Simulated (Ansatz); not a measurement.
Task: Name a neutral molecule of C, Cl, N, O, Ti and H with LUMO energy (PBE/def2-TZVPP) between -2.20 and -1.90 eV and size of the dipole moment (PBE/def2-TZVPP) between 3.70 and 4.00 D (Ansatz, PBE0-D4/def2-TZVP geometry).

Result: `CC[N](CC)[Ti]([Cl])([O]C)[O]C` (-2.07 eV, 3.87 D). Other molecules can fit too; these were computed, each in one conformer that needn't be the lowest.
